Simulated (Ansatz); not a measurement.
`[OH][In]([OH])[Br]` + `COB(O)OC` → `C[O][In]([OH])[Br]` + `COB(O)O`  (redistribution)

Isolated molecules relaxed with PBE0-D4/def2-TZVP in Ansatz; ΔE leaves out vibrations. CBS: MP2 limit from def2 TZ/QZ plus the TZ coupled-cluster correction, frozen cores. DFT in def2-TZVPP. B3LYP here is the variant with VWN-RPA as its local correlation; programs differ in this. def2 core potentials past Kr. For Br, In outer-core shells are correlated without core-valence functions, which leaves a few kJ/mol of doubt a bond. Scalar relativity is left out up to krypton. Each species was taken in one conformer, which may not be the lowest.

```tsv
level	ΔE (kJ/mol)	difference from CCSD(T)/CBS
PBE-D4	5.5	-0.2
r2SCAN-D4	5.8	0.1
PBE0-D4	6.2	0.5
B3LYP-D4	6.8	1.1
ωB97X-V	7.3	1.6
ωB97M-V	7.5	1.8
PBE0	6.2	0.5
B3LYP	6.9	1.2
HF/def2-TZVPP	6.8	1.1
MP2/def2-TZVPP	6.0	0.3
CCSD/def2-TZVPP	6.1	0.4
CCSD(T)/def2-TZVPP	5.8	0.1
HF/def2-QZVPP	6.7	1.0
MP2/def2-QZVPP	5.9	0.2
MP2/CBS(def2)	5.9	0.2
CCSD/CBS(def2)	6.0	0.3
CCSD(T)/CBS	5.7	0
```

Largest T1 diagnostic among the species: 0.015.
